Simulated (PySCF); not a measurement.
29Si chemical shifts

Level of theory: GIAO PBE0/pcSseg-1 shieldings, geometry: GFN2-xTB, in PySCF 2.14.0 with density-fitted response routines (one averaged value for each set of equivalent atoms, non-relativistic Hamiltonian, in vacuum, one computed conformer).

Shieldings were converted by a linear fit to measured shifts: 29Si: δ = 279.94 − 0.822σ (rms 8.9 ppm, 72 shifts, 25.8 ppm with the 6 outliers that the fit left out vs TMS, solution or neat liquid). Occasional misses reach two or three times the rms, and more in compound classes unlike the fitted ones.

Problem. Give the 29Si shifts of `FC(F)[C@H]([SiH3])C[SiH2]C[SiH3]`, `C/C(C=O)=N\[SiH2][SiH2]O[SiH3]`, `O[Si@H]1CN[SiH2]N1`, `O=C[SiH2]CC(Cl)(Cl)Cl`, `C=C[Si@@](O)(C=O)[SiH2]N[SiH3]`, `CO[Si@@H]([SiH2]Cl)[SiH2]CCl`.

Solution. 
```csv
compound,environment,δ (ppm)
[F:1][CH:2]([F:3])[C@H:4]([SiH3:5])[CH2:6][SiH2:7][CH2:8][SiH3:9],"Si7: silicon bonded to 2 C, 2 H",-39.4
[F:1][CH:2]([F:3])[C@H:4]([SiH3:5])[CH2:6][SiH2:7][CH2:8][SiH3:9],"Si5: silicon bonded to C, 3 H",-59.4
[F:1][CH:2]([F:3])[C@H:4]([SiH3:5])[CH2:6][SiH2:7][CH2:8][SiH3:9],"Si9: silicon bonded to C, 3 H",-68.2
[CH3:1]/[C:2]([CH:3]=[O:4])=[N:5]\[SiH2:6][SiH2:7][O:8][SiH3:9],"Si7: silicon bonded to O, Si, 2 H",-36.0
[CH3:1]/[C:2]([CH:3]=[O:4])=[N:5]\[SiH2:6][SiH2:7][O:8][SiH3:9],"Si9: silicon bonded to O, 3 H",-40.1
[CH3:1]/[C:2]([CH:3]=[O:4])=[N:5]\[SiH2:6][SiH2:7][O:8][SiH3:9],"Si6: silicon bonded to N, Si, 2 H",-68.5
[OH:1][Si@H:2]1[CH2:3][NH:4][SiH2:5][NH:6]1,"Si2: silicon bonded to C, N, O, H, in a 5-membered ring",-20.8
[OH:1][Si@H:2]1[CH2:3][NH:4][SiH2:5][NH:6]1,"Si5: silicon bonded to 2 N, 2 H, in a 5-membered ring",-30.0
O=C[SiH2]CC(Cl)(Cl)Cl,"silicon bonded to 2 C, 2 H",-51.4
[CH2:1]=[CH:2][Si@@:3]([OH:4])([CH:5]=[O:6])[SiH2:7][NH:8][SiH3:9],"Si3: silicon bonded to 2 C, O, Si",-37.3
[CH2:1]=[CH:2][Si@@:3]([OH:4])([CH:5]=[O:6])[SiH2:7][NH:8][SiH3:9],"Si9: silicon bonded to N, 3 H",-50.8
[CH2:1]=[CH:2][Si@@:3]([OH:4])([CH:5]=[O:6])[SiH2:7][NH:8][SiH3:9],"Si7: silicon bonded to N, Si, 2 H",-55.0
[CH3:1][O:2][Si@@H:3]([SiH2:4][Cl:5])[SiH2:6][CH2:7][Cl:8],"Si3: silicon bonded to O, 2 Si, H",-24.0
[CH3:1][O:2][Si@@H:3]([SiH2:4][Cl:5])[SiH2:6][CH2:7][Cl:8],"Si4: silicon bonded to Cl, Si, 2 H",-38.1
[CH3:1][O:2][Si@@H:3]([SiH2:4][Cl:5])[SiH2:6][CH2:7][Cl:8],"Si6: silicon bonded to C, Si, 2 H",-61.4
```
